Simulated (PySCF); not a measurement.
ClH5P2Si.
SMILES: `P[SiH](P)Cl`

A linear-response calculation (PySCF, def2-SVPD basis, gas phase, vertical, core orbitals frozen in the response) gave these numbers; the functional is withheld.

Orbital energies (eV): HOMO-3 -10.30, HOMO-2 -10.26, HOMO-1 -10.02, HOMO -8.51, LUMO 0.40, LUMO+1 0.64, LUMO+2 0.99.

| state | E (eV) | f | main configurations (H = HOMO, L = LUMO) |
| --- | --- | --- | --- |
| S1 | 5.90 | 0.0006 | H→L+1 (89%) |
| S2 | 6.07 | 0.123 | H→L (88%) |
| S3 | 6.49 | 0.017 | H→L+3 (78%) |
| S4 | 6.67 | 0.435 | H→L+2 (87%) |
| S5 | 6.93 | 0.027 | H→L+4 (85%) |
| S6 | 7.06 | 0.0026 | H-1→L+1 (43%), H→L+6 (34%), H→L+3 (14%) |

Triplets (Tamm–Dancoff): T1 4.91 eV, H→L (85%); T2 5.52 eV, H→L+1 (66%), H→L+4 (16%); T3 5.76 eV, H→L+3 (52%), H→L+6 (18%), H-2→L+4 (10%); T4 6.05 eV, H-1→L (35%), H→L+7 (27%), H-2→L (23%).

Vertical ionisation energy by ΔSCF with the same functional: 9.28 eV. Mean static polarisability: 97.0 au.

Task: Which of these was used?
A. CAM-B3LYP
B. PBE0
C. PBE
D. HF

Result: A. CAM-B3LYP is range-separated, 19% exact exchange at short range and 65% at long range (ω = 0.33 bohr⁻¹). In this run −ε(HOMO) = 8.51 eV differs from the ΔSCF value by -0.77 eV, and S1 differs from the orbital gap of 8.92 eV by -3.01 eV. The ratio −ε(HOMO)/IP is 0.92. Usual ranges for neutral molecules in this basis: 0.85 to 0.93 with CAM-B3LYP, 0.5 to 0.7 with PBE, 0.7 to 0.83 with PBE0; with Hartree–Fock the ratio is 1 or more (Koopmans' value less the relaxation energy is the ΔSCF value). The other options: PBE, a GGA without exact exchange; HF, time-dependent Hartree–Fock, 100% exact exchange; PBE0, a global hybrid with 25% exact exchange.

The calculation used TDDFT CAM-B3LYP/def2-SVPD, vertical, gas phase, core orbitals frozen in the response in PySCF 2.14.0, density-fitted response routines. Geometry: PBE0-D3(BJ)/def2-SVP, one conformer, isolated molecule.

Time: 33 s. Hardware: Arm Neoverse V1, one thread, shared host.

The values belong to the conformer `[PH2:1][SiH:2]([PH2:3])[Cl:4]`: H–P1–Si2–P3 47°, H–P1–Si2–P3 -47°, H–P3–Si2–P1 47°, H–P3–Si2–P1 -47°.
